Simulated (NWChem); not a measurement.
System: C$_{3}$H$_{9}$BeN; SMILES [NH2][Be][CH](C)C

Here is an NWChem input.

```
start job
memory heap 200 mb stack 900 mb global 1100 mb
geometry units angstroms noautoz
  Be     0.045827     1.082273    -0.151966
  C     -0.009596    -0.605195    -0.392421
  C     -1.320369    -1.227022     0.142917
  C      1.211119    -1.346623     0.195533
  H      0.001347    -0.775411    -1.482894
  H     -1.363258    -2.310007    -0.052217
  H     -1.416448    -1.099305     1.229913
  H     -2.211949    -0.780838    -0.316771
  H      2.158787    -0.988506    -0.227354
  H      1.159629    -2.429904     0.003472
  H      1.275426    -1.220508     1.284750
  N      0.080920     2.573113     0.063901
  H     -0.660276     3.121715     0.482950
  H      0.849838     3.183957    -0.184156
end
basis spherical
  Be library 6-31g*
  C library 6-31g*
  H library 6-31g*
  N library 6-31g*
end
dft
  xc xpbe96 cpbe96
  iterations 150
  mulliken
end
task dft energy
```

All runs use the structure optimised with B3LYP/6-31G* (spherical d).

Task: Predict the main results of this run. (PBE/6-31G* (spherical d).) Quantities: energy (Ha); highest occupied level (eV); orbital gap (eV); dipole (D).

Result: The energy (Ha) comes out as -188.98. The highest occupied level (eV) is -5.40 and the orbital gap (eV) is 5.49. The dipole (D) is 1.47.
